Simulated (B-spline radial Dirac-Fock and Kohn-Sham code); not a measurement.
# Dipole and non-dipole photoemission parameters of Kr 3s

System: atomic krypton, 1s2 2s2 2p6 3s2 3p6 3d10 4s2 4p6; threshold 292.8 eV (tabulated edge). Calculated with a radial B-spline solver, using Dirac-Hartree-Slater photoionisation with a Latter tail; cross sections with all multipoles, angular parameters from the dipole term and its interference with E2.

Input of the calculation (task.json; shells as n, l, electrons):

```json
{"items": [{
  "Z": 36,
  "q": 0,
  "cfg": [[1, 0, 2], [2, 0, 2], [2, 1, 6], [3, 0, 2], [3, 1, 6], [3, 2, 10], [4, 0, 2], [4, 1, 6]],
  "A": 84,
  "rrms": 4.1884,
  "do": "xps",
  "hv": [80, 100, 111.0, 137.0, 188.0, 219.0, 265.0, 300, 434.0, 517.0, 560.0, 600, 714.0, 804.0, 1000, 1310.0, 1510.0, 2370.0, 3600.0, 3780.0, 3820.0, 4000.0, 5160.0, 6040.0, 6060.0, 9010.0, 9251.7, 10400.0, 12000, 15000],
  "edges": {"K": 14326.0, "L1": 1921.0, "L2": 1730.9, "L3": 1678.4, "M1": 292.8, "M2": 222.2, "M3": 214.4, "M4": 95.0, "M5": 93.8}
}]}
```

Run with: `python xray2_run.py task.json out`

For linearly polarised light dσ/dΩ = σ/(4π) [1 + β P₂(cos θ) + (δ + γ cos²θ) sin θ cos φ], with θ from the polarisation vector and φ the angle between the beam and the projection of the electron momentum on the plane normal to the polarisation.

```csv
hν (eV),σ (kb),β,γ
434,149,1.995,0.422
517,120,1.996,0.364
560,108,1.996,0.331
600,98.3,1.997,0.300
714,76.4,1.997,0.219
804,63.8,1.997,0.164
1000,45.2,1.997,0.069
1310,28.7,1.998,-0.024
1510,22.3,1.998,-0.056
2370,9.66,1.998,-0.063
3600,4.24,1.998,0.089
3780,3.84,1.998,0.117
3820,3.76,1.998,0.123
4000,3.42,1.998,0.152
5160,?,?,?
6040,1.43,1.998,0.495
6060,1.42,1.998,0.498
9010,0.585,1.998,0.962
9251.7,0.550,1.998,0.997
10400,0.420,1.998,1.162
12000,0.299,1.997,1.378
15000,0.175,1.997,1.747
```

**Question.** Give the values at 5160 eV.

**Answer.** σ = 2.01 kb, β = 1.998, γ = 0.346. For an s subshell δ is negligible.
